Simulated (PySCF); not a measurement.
Species: `C=CC[Si@H](CF)C(=C)Cl`. The columns A, B, C and D hold Mulliken, IAO, Hirshfeld and ESP-fitted charges (e) of one PBE0/pcSseg-1 density (PySCF), in a shuffled order. Coordinates in Å (GFN2-xTB); the density's dipole moment is (-0.27, -1.24, -1.06) D.

| atom | x | y | z | A | B | C | D |
| --- | --- | --- | --- | --- | --- | --- | --- |
| C1 | 2.598 | -1.100 | -0.224 | -0.330 | -0.460 | -0.146 | -0.111 |
| C2 | 2.015 | 0.007 | -0.643 | -0.128 | -0.097 | -0.260 | -0.042 |
| C3 | 1.180 | 0.895 | 0.217 | -0.538 | -0.266 | -0.475 | -0.154 |
| Si4 | -0.679 | 0.682 | -0.165 | +0.907 | +0.498 | +0.900 | +0.360 |
| C5 | -1.702 | 1.797 | 1.019 | -0.236 | -0.171 | -0.130 | -0.071 |
| F6 | -1.429 | 3.127 | 0.766 | -0.328 | -0.212 | -0.347 | -0.131 |
| C7 | -1.189 | -1.107 | 0.208 | -0.273 | -0.191 | -0.508 | -0.072 |
| C8 | -1.596 | -2.025 | -0.651 | -0.298 | -0.275 | -0.059 | -0.097 |
| Cl9 | -1.043 | -1.520 | 1.890 | -0.048 | -0.068 | -0.093 | -0.024 |
| H10 | 3.183 | -1.722 | -0.880 | +0.151 | +0.181 | +0.115 | +0.044 |
| H11 | 2.517 | -1.429 | 0.799 | +0.145 | +0.197 | +0.110 | +0.041 |
| H12 | 2.106 | 0.314 | -1.676 | +0.142 | +0.134 | +0.110 | +0.044 |
| H13 | 1.366 | 0.665 | 1.268 | +0.157 | +0.118 | +0.154 | +0.043 |
| H14 | 1.458 | 1.937 | 0.050 | +0.164 | +0.117 | +0.166 | +0.049 |
| H15 | -1.015 | 0.996 | -1.558 | -0.119 | -0.084 | -0.059 | -0.071 |
| H16 | -2.778 | 1.673 | 0.883 | +0.150 | +0.126 | +0.128 | +0.042 |
| H17 | -1.464 | 1.631 | 2.073 | +0.152 | +0.113 | +0.136 | +0.038 |
| H18 | -1.687 | -1.778 | -1.693 | +0.165 | +0.162 | +0.126 | +0.057 |
| H19 | -1.850 | -3.032 | -0.361 | +0.166 | +0.179 | +0.131 | +0.054 |

Q: Which column most likely holds the ESP-fitted charges?

A: B. Σ q r misses the density's dipole by 0.06 D (B), 0.56 D (D), 0.86 D (A), 1.30 D (C). Charges fitted to the outside potential are the only set here that is tied to the molecule's multipoles.

Q: And the Hirshfeld charges?

A: D. The mean sizes are 0.081 e (D), 0.192 e (B), 0.219 e (C), 0.242 e (A), and Hirshfeld charges are commonly the smallest of these schemes.

As computed, A = IAO, B = ESP-fitted, C = Mulliken, D = Hirshfeld. Hydrogens on carbon: IAO +0.14 to +0.17, ESP-fitted +0.11 to +0.20, Mulliken +0.11 to +0.17, Hirshfeld +0.04 to +0.06 e.

The IAO scheme projects the occupied orbitals on a minimal set of polarised atomic orbitals and counts the electrons in each atom's part of it. The Hirshfeld scheme weights the molecular density at each point by an atom's share of the summed free-atom densities.

Geometry: GFN2-xTB, one conformer, isolated molecule.

Shape of the structure used: `[CH2:1]=[CH:2][CH2:3][Si@H:4]([CH2:5][F:6])[C:7](=[CH2:8])[Cl:9]`: C1–C2–C3–Si4 -105°, C2–C3–Si4–C5 178°, C3–Si4–C5–F6 65°, C3–Si4–C7–C8 -114°.
